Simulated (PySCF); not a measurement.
# Excited states of Sc³⁺ (scandium, charge +3)

Ground state [Ar], ¹S. Calculation: PySCF 2.14, in def2-TZVPPD with one added diffuse shell each of s, p, d, f type (7s7p5d3f1g, 83 functions); no relativity, point nucleus. Vertical excitation energies in eV without spin-orbit coupling; excited terms of each kind are numbered among those the solver found.

| term | leading excitation | TD-TPSSh | TDA-wB97X |
| --- | --- | --- | --- |
| 1 3P° | 3p → d | 29.908 | 30.118 |
| 1 3F° | 3p → d | 29.976 | 30.729 |
| 1 1D° | 3p → d | 32.715 | 32.424 |
| 1 3D° | 3p → d | 32.715 | 32.424 |
| 1 1F° | 3p → d | 32.877 | 33.030 |
| 1 1P° | 3p → s | 41.056 | 41.409 |
| 1 3S | 3p → p | 44.906 | 45.170 |
| 1 3D | 3p → p | 45.348 | 45.726 |
| 1 1D | 3p → p | 45.647 | 45.974 |
| 1 3P | 3p → p | 45.754 | 46.143 |
| 1 1P | 3p → p | 45.754 | 46.143 |
| 1 1S | 3p → p | 47.628 | 47.993 |
| 2 3D | 3s → d | 53.197 | 53.548 |
| 2 1D | 3p → p | 55.895 | 56.120 |

Task: What does TDA-TPSSh give for these terms?

Result: 1 3P° 30.035; 1 3F° 30.134; 1 1D° 32.716; 1 3D° 32.716; 1 1F° 32.878; 1 1P° 41.105; 1 3S 44.926; 1 3D 45.356; 1 1D 45.649; 1 3P 45.754; 1 1P 45.754; 1 1S 47.778; 2 3D 53.236; 2 1D 55.896 (eV).

Where a singlet and its triplet coincide, the exchange integral that splits them vanishes by symmetry for a single excitation; correlation beyond this level separates them.

Oscillator strength of the first ¹S → ¹P° line: TDA-TPSSh 0.925, TD-TPSSh 1.35, TDA-wB97X 1.24.

The solver can miss terms.
